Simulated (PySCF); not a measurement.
Computed structure and properties of SmSF

System: SmSF (singlet in the valence; each metal's 4f electrons, 5 of them, lie in its core potential, out of spins and levels); start: template (Cs). Method: PySCF 2.14.0, RKS PBE0, Sm lcecp-1-SVP with ECP51, S def2-SVP, F def2-SVP; non-relativistic Hamiltonian with scalar-relativistic core potentials where named; density fitting; no spin-orbit coupling.

Input of the relaxation:

```python
mol = gto.M(atom='''
Sm    -0.16380     0.00000    -0.23630
S      2.03130     0.00000     0.74610
F     -2.10860     0.00000     0.63400''',
    basis={'Sm': 'lcecp-1-SVP', 'S': 'def2-SVP', 'F': 'def2-SVP'},
    ecp={'Sm': 'lcecp-1-SVP'},
    charge=0, spin=0)
mf = dft.RKS(mol, xc='PBE0')
mf.grids.atom_grid = (50, 194)  # f atoms: unpruned, at least (60, 302)
mf = mf.density_fit()  # fitting sets: Sm AutoAux, S def2-universal-JKFIT, F def2-universal-JKFIT
mf.conv_tol = 1e-08; mf.max_cycle = 55
mf.kernel(dm0)  # dm0: converged density of the start geometry
# quasi-Newton relaxation in Cartesian coordinates to a largest gradient under 0.00045 Eh/bohr, steps kept in the point group
```

Run from Python with OMP_NUM_THREADS=2; the lines above give its settings. Where DIIS fails, smearing, a level shift and second-order steps follow.
It took 10 s on 2 threads of Intel(R) Xeon(R) Platinum 8488C (Sapphire Rapids), with other jobs on the host, from the converged density of the start.

Course of the relaxation:

```tsv
step	energy above end (eV)	largest force component within the symmetry (eV/Å)
0	0.1907	1.079
1	0.1034	0.617
2	0.0105	0.205
3	0.0006	0.123
4	0.0000	0.021
5	0.0000	0.006
```

Relaxed geometry (Cs):

```xyz
3

Sm   -0.1870    0.0000   -0.4445
S     1.7952    0.0000    0.8417
F    -1.8493    0.0000    0.7466
```

```csv
contact,Å
Sm1–S2 (S),2.363
Sm1–F3 (F),2.045
```

On the finer grid (75, 302):

```json
{
 "HOMO": "-5.86 eV",
 "LUMO": "-2.53 eV",
 "Dipole about the centre of mass": "8.35 D",
 "Set of Mulliken populations of Sm1 outside the core potential": "s 2.22, p 6.24, d 1.66, f 0.06",
 "D3(BJ) dispersion energy (not in the energies)": "-0.049 eV"
}
```

```json
{"atom": "Sm1", "Mulliken (e)": "0.82", "Löwdin (e)": "0.39", "spin (e)": "0.00"}
{"atom": "S2", "Mulliken (e)": "-0.39", "Löwdin (e)": "-0.09", "spin (e)": "0.00"}
{"atom": "F3", "Mulliken (e)": "-0.42", "Löwdin (e)": "-0.30", "spin (e)": "0.00"}
```

The 4f levels lie in the core potential and are missing. Their spin isn't counted.

On the grid (50, 194), as all that follows. Harmonic modes: a minimum; lowest 126 cm⁻¹ (negative: unstable), highest 568 cm⁻¹, zero-point energy 0.071 eV.

Rigid scan of S along the line from its metal:

(distance to S2 (Å), energy (eV)): (2.06, 1.303), (2.16, 0.508), (2.26, 0.112), (2.36, 0.000), (2.46, 0.088), (2.56, 0.312), (2.66, 0.628), (2.81, 1.199)

Taking off one F (charge -1, singlet; the rest: singlet) in vacuum, both parts rigid, costs 11.03 eV; the small basis without counterpoise inflates it. Most of it is the attraction of opposite charges; other ways to part are cheaper, and one spin state was tried for the rest.

Rigid scan of F along the line from its metal:

| distance to F3 (Å) | energy (eV) |
| --- | --- |
| 1.74 | 1.417 |
| 1.84 | 0.537 |
| 1.94 | 0.114 |
| 2.04 | 0.000 |
| 2.14 | 0.087 |
| 2.24 | 0.301 |
| 2.44 | 0.929 |
| 2.74 | 2.012 |
| 3.14 | 3.321 |
| 3.64 | 4.532 |

One start shape was tried, so this needn't be the lowest isomer.

An lcecp potential fixes the number of 4f electrons, so in runs with it no electron can move into or out of that shell.
